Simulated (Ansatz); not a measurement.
`[CH3][In]([NH2])[NH2]`, charge 0, multiplicity 1.

(1) Give a relaxed structure at PBE0-D4/def2-TZVP (the Gaussian-basis code of Ansatz). (An estimate is asked.)

## Answers

(1) Ansatz gave: 
Z-matrix (Å, degrees):
```
C
In 1 2.139
H 1 1.090 2 110.3
H 1 1.090 2 110.3 3 -120.7
H 1 1.091 2 109.9 3 119.7
N 2 2.025 1 123.5 3 146.0
N 2 2.025 1 123.5 3 -23.9
H 6 1.008 2 119.5 1 24.8
H 6 1.009 2 119.5 1 164.1
H 7 1.008 2 119.5 1 -24.8
H 7 1.009 2 119.5 1 -164.2
```
Point group Cs.
This is one stationary point; other conformers may exist.
